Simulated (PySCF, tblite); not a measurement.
Isomers of C3H13ClSi4. All values are computed: GFN2-xTB (tblite) harmonic vibrations without scaling, gas phase. This tight-binding method is rough: wavenumbers can miss measured ones by several per cent, in bad cases by 10 to 20. Modes of hydrogen on silicon can be 10 to 20 % off. One conformer each.

Electronic energies: PBE0/pcSseg-1 single points on the GFN2-xTB geometries (PySCF, gas phase).

| SMILES | electronic energy, lowest = 0 (kJ/mol) |
| --- | --- |
| [SiH3][SiH]([SiH3])[SiH2][C@@H]1C[C@@H]1Cl | 134.0 |
| ClCCC1[SiH2][SiH2][SiH2][SiH2]1 | 16.4 |
| C=C(CCl)[SiH2][SiH]([SiH3])[SiH3] | 125.8 |
| [SiH3][SiH]([SiH3])[SiH2][C@@H]1C[C@H]1Cl | 132.2 |
| C[C@@H]1[SiH2][SiH2][Si@H](CCl)[SiH2]1 | 2.9 |
| C[C@@H]1[SiH2][SiH2][Si@@H](CCl)[SiH2]1 | 0.0 |

Task: How do GFN2-xTB zero-point energies change the relative energies?

Result: 
```
                                    SMILES  ZPE (kJ/mol)  of it from modes above 1550 cm⁻¹  electronic (kJ/mol)  with ZPE, lowest = 0 (kJ/mol)  lowest mode (cm⁻¹)  rings
   C[C@@H]1[SiH2][SiH2][Si@@H](CCl)[SiH2]1         367.6                             197.9                  0.0                            0.0                  33      1
    C[C@@H]1[SiH2][SiH2][Si@H](CCl)[SiH2]1         368.0                             198.0                  2.9                            3.4                  33      1
           ClCCC1[SiH2][SiH2][SiH2][SiH2]1         364.6                             192.6                 16.4                           13.4                  31      1
         C=C(CCl)[SiH2][SiH]([SiH3])[SiH3]         347.3                             201.1                125.8                          105.5                  21      0
 [SiH3][SiH]([SiH3])[SiH2][C@@H]1C[C@H]1Cl         351.2                             192.1                132.2                          115.7                  11      1
[SiH3][SiH]([SiH3])[SiH2][C@@H]1C[C@@H]1Cl         352.1                             191.7                134.0                          118.5                 12i      1
```

The zero-point energies span 20.7 kJ/mol, from `C=C(CCl)[SiH2][SiH]([SiH3])[SiH3]` to `C[C@@H]1[SiH2][SiH2][Si@H](CCl)[SiH2]1`. Slightly imaginary modes are left out of the zero-point energy: `[SiH3][SiH]([SiH3])[SiH2][C@@H]1C[C@@H]1Cl` 12.3i cm⁻¹. The order is unchanged.

Task: And how do the electronic energies of GFN2-xTB itself compare?

Result: `C[C@@H]1[SiH2][SiH2][Si@@H](CCl)[SiH2]1` 22.1; `C[C@@H]1[SiH2][SiH2][Si@H](CCl)[SiH2]1` 22.1; `ClCCC1[SiH2][SiH2][SiH2][SiH2]1` 0.0; `C=C(CCl)[SiH2][SiH]([SiH3])[SiH3]` 61.3; `[SiH3][SiH]([SiH3])[SiH2][C@@H]1C[C@H]1Cl` 41.6; `[SiH3][SiH]([SiH3])[SiH2][C@@H]1C[C@@H]1Cl` 37.8 kJ/mol, lowest = 0. Against the energies above, taken from the same isomer `C[C@@H]1[SiH2][SiH2][Si@@H](CCl)[SiH2]1`, the largest difference is 118.3 kJ/mol.

Task: What do entropy and thermal enthalpy add at 298.15 K and 1 bar (rigid rotor, harmonic oscillator, one conformer each)?

Result: 
```
                                 SMILES  point group  symmetry number  S (J/(mol K))  H − H(0) (kJ/mol)  ZPE + H − H(0) − TS (kJ/mol)
C[C@@H]1[SiH2][SiH2][Si@@H](CCl)[SiH2]1           C1                1          496.7              39.78                         259.3
 C[C@@H]1[SiH2][SiH2][Si@H](CCl)[SiH2]1           C1                1          492.1              39.52                         260.8
        ClCCC1[SiH2][SiH2][SiH2][SiH2]1           C1                1          487.5              38.17                         257.4
```

Not tabulated: `C=C(CCl)[SiH2][SiH]([SiH3])[SiH3]` (lowest mode only 21 cm⁻¹); `[SiH3][SiH]([SiH3])[SiH2][C@@H]1C[C@H]1Cl` (lowest mode only 11 cm⁻¹); `[SiH3][SiH]([SiH3])[SiH2][C@@H]1C[C@@H]1Cl` (lowest mode only 12i cm⁻¹).
